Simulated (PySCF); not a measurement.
## Electron correlation in N⁺ (nitrogen, charge +1)

[He] 2s2 2p2, high-spin 3P determinant. All numbers are calculated (PySCF 2.14, the spin-free X2C one-electron Hamiltonian (Gaussian nucleus), in aug-cc-pVDZ-DK (4s3p2d, 23 functions)). Frozen: 1s2; 4 electrons correlated.

MP2 pair energies summed by pair of shells (mhartree):

| pair | energy | share (%) |
| --- | --- | --- |
| 2s-2p | -32.26 | 58.8 |
| 2s-2s | -17.32 | 31.6 |
| 2p-2p | -5.27 | 9.6 |

Total MP2 correlation energy: -54.84 mhartree.

Same-spin part -8.79 and opposite-spin part -46.06 mhartree; SCS-MP2 scales them by 1/3 and 6/5 to -58.20 mhartree.

```json
{"level": "CCSD", "correlation energy (mhartree)": "-77.22"}
{"level": "(T)", "correlation energy (mhartree)": "-0.87"}
{"level": "CCSD(T)", "correlation energy (mhartree)": "-78.09"}
```

Diagnostics: T1 = 0.0063, D1 = 0.0123, largest double amplitude 0.121.

Question: Is a single reference adequate?

Answer: Mostly. T1 lies below 0.03, but a double amplitude of this size points to a near-degeneracy that CCSD handles and MP2 describes poorly.
